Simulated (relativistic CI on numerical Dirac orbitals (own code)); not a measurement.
## d6 in a ligand field

Computed with a parametric ligand-field model of a d^n configuration (Racah B and C, spin-orbit zeta, crystal field), exact diagonalisation.

Field parameters in Wybourne normalisation: Oh B⁴₀ = 21Dq, B⁴₄ = √(5/14) B⁴₀; Td as Oh with Dq negative (B⁴₀ = 21Dq, B⁴₄ = √(5/14) B⁴₀). The field is a parameter set, without covalency.

(1) Lowest levels for B = 750, C = 3190, ζ = 560 cm⁻¹, Td, 10Dq = -10850 cm⁻¹?

(2) Lowest levels for B = 580, C = 2670, ζ = 220 cm⁻¹, Td, 10Dq = -8400 cm⁻¹?

(3) Lowest levels for B = 770, C = 3370, ζ = 290 cm⁻¹, Oh, 10Dq = 30900 cm⁻¹?

(4) Lowest levels for B = 410, C = 1940, ζ = 3900 cm⁻¹, Td, 10Dq = -7800 cm⁻¹?

(5) Lowest levels for B = 940, C = 3550, ζ = 60 cm⁻¹, Oh, 10Dq = 13850 cm⁻¹?

Answers

(1) A1 0 (S 1.99), T1 24 (S 1.99), E 47 (S 1.99), T2 80 (S 2.00), A2 114 (S 2.00), T2 7710 (S 1.00), E 7751 (S 1.01), T1 8210 (S 1.01), A1 8370 (S 1.01) cm⁻¹, with S from ⟨S²⟩ = S(S + 1). The ground level has 3.00 electrons in the cubic e pair.

(2) A1 0 (S 2.00), T1 5 (S 2.00), E 10 (S 2.00), T2 16 (S 2.00), A2 22 (S 2.00), T2 6921 (S 1.00), E 6928 (S 1.00), T1 7101 (S 1.00), A1 7175 (S 1.00) cm⁻¹, with S from ⟨S²⟩ = S(S + 1). The ground level has 3.00 electrons in the cubic e pair.

(3) A1 0 (S 0.00), E 21311 (S 1.00), T2 21315 (S 1.00), T1 21507 (S 1.00), A1 21615 (S 1.00), T1 26510 (S 0.99), E 26544 (S 1.00), T2 26747 (S 1.00), A2 26852 (S 1.00) cm⁻¹, with S from ⟨S²⟩ = S(S + 1). The ground level has 0.03 electrons in the cubic e pair.

(4) E 0 (S 1.55), A1 487 (S 1.68), T2 561 (S 1.42), T1 949 (S 1.70), A2 5432 (S 1.92), T2 5667 (S 1.27), E 5701 (S 1.23), T2 7708 (S 1.54), E 9767 (S 1.38) cm⁻¹, with S from ⟨S²⟩ = S(S + 1). The ground level has 3.20 electrons in the cubic e pair.

(5) T2 0 (S 2.00), E 30 (S 2.00), T1 30 (S 2.00), A1 73 (S 2.00), T1 74 (S 2.00), T2 75 (S 2.00), A1 2684 (S 0.00), E 6751 (S 1.00), T2 6752 (S 1.00) cm⁻¹, with S from ⟨S²⟩ = S(S + 1). The ground level has 2.00 electrons in the cubic e pair.
